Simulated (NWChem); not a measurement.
Molecule: CH5FOSi; SMILES O[SiH2]CF

```xyz
9

O     -0.9641     1.4438    -0.2782
Si     0.4773     0.7196     0.1356
C      0.5082    -1.1029    -0.4048
F     -0.5299    -1.7635     0.2837
H     -1.7585     1.0453     0.1050
H      1.5359     1.4794    -0.5757
H      0.7168     0.7434     1.6057
H      1.4570    -1.6002    -0.1587
H      0.3351    -1.2285    -1.4819
```
Atoms are numbered in this order, from 1.

Level: B3LYP/6-31G* (spherical d) (NWChem), optimised geometry, unscaled harmonic frequencies. B3LYP is NWChem's, with the RPA form of VWN correlation.

List the harmonic frequencies with IR intensities, and the thermochemistry.


| frequency (cm⁻¹) | IR intensity (km/mol) |
|---|---|
| 54 | 14.2 |
| 171 | 22.4 |
| 254 | 66.6 |
| 302 | 62.4 |
| 563 | 42.8 |
| 659 | 7.0 |
| 729 | 51.5 |
| 813 | 42.0 |
| 855 | 86.9 |
| 918 | 73.6 |
| 946 | 250.7 |
| 982 | 124.0 |
| 1031 | 75.7 |
| 1235 | 6.4 |
| 1336 | 1.0 |
| 1501 | 4.3 |
| 2242 | 160.3 |
| 2275 | 156.3 |
| 3030 | 26.3 |
| 3080 | 30.9 |
| 3797 | 68.8 |

```
Item                                                                                Value
-----------------------------------------------------------------------  ----------------
zero-point energy                                                           38.3 kcal/mol
thermal correction to the enthalpy at 298.15 K (with zero-point energy)     42.6 kcal/mol
heat capacity Cv                                                         19.3 cal/(mol K)
entropy at 298.15 K and 1 atm (symmetry number 1)                        76.7 cal/(mol K)
dipole moment                                                                      0.69 D
```

Rigid rotor and harmonic oscillator; modes under 100 cm⁻¹ make the entropy uncertain.
